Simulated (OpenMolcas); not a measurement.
Au5+: moving or changing the point charges

Au5+ among 3 point charges of -2.5 e arranged as a planar triangle (D3h), 1.94 Å from the ion.
```
   1.9400    0.0000    0.0000  -2.50
  -0.9700    1.6801    0.0000  -2.50
  -0.9700   -1.6801    0.0000  -2.50
```

- Program: OpenMolcas 26.06
- Method: SS-CASPT2, IPEA 0.25 Eh, imaginary shift 0.1 Eh (closed shells correlated: 4f 5s 5p)
- Basis: ANO-RCC-VDZP [7s6p4d2f]
- Scalar Hamiltonian: DKH2, point nucleus
- Active space: 6 electrons in 5 orbitals (5d)
- State averaging: 2S+1 = 5 even, 5 roots; 2S+1 = 3 even, 45 roots; 2S+1 = 1 even, 50 roots
- Spin-orbit coupling: RASSI with atomic mean-field integrals over the reference wave functions

Runs around this geometry, states (labels of D3, the rotations of D3h). Energies in cm-1 above the lowest state or level, χT in cm3 K/mol.

```
R (Å)  q (e)  Ground state  First state of that spin  First gap with spin-orbit (degeneracies)  χT at 300 K  First state of another spin
 1.94  -1.62           5A1                   5E 1950                                440 (1, 2)        3.500                     3E 20000
 1.77   -2.5           5A1                   5E 5410                               1220 (1, 2)        1.452                    3A2 14530
 1.94   -2.5           5A1                   5E 3970                                820 (1, 2)        2.249                    3A1 17750
 2.15   -2.5           5A1                   5E 2860                                580 (1, 2)        3.009                    3A1 19820
```

Taking the first state of the same spin as R^-n, n = -ln(2860 / 5410) / ln(2.15 / 1.77) = 3.3 between the shortest and longest distance.

Scaling the charges by -1.62 / -2.5 = 0.65 scales the first state of the same spin by 1950 / 3970 = 0.49; with fixed orbitals a first-order splitting would follow the charge.

Roots that are degenerate in the reference are averaged as groups; the widest CASPT2 spread within a group is 100 cm-1 (the 2-fold group of multiplicity 5 near 11900 cm-1 above the lowest state of its run, R = 1.94, q = -1.62). Shifts and gaps below about the spread of the groups concerned are not significant. Point charges give a weaker field than real ligands, and real ions of this kind are as a rule low spin; the high spin found here belongs to the model. Free-ion shares, where given, are those of the reference states; single-state CASPT2 does not remix them. Spin-orbit coupling mixes the spin-free states strongly: the lowest level takes only 47 % from its leading state, 5A1 (figures for R = 1.94, q = -1.62; the like holds for R = 1.77, q = -2.5, R = 1.94, q = -2.5, R = 2.15, q = -2.5). This shell can be high or low spin here, a state of another spin lies low, and with metal d orbitals alone active their balance is uncertain, so the ground spin may be wrong (holds for R = 1.77, q = -2.5). Point charges carry no covalency, so the field is a model and not that of real ligands. No measured value stands beside these numbers.
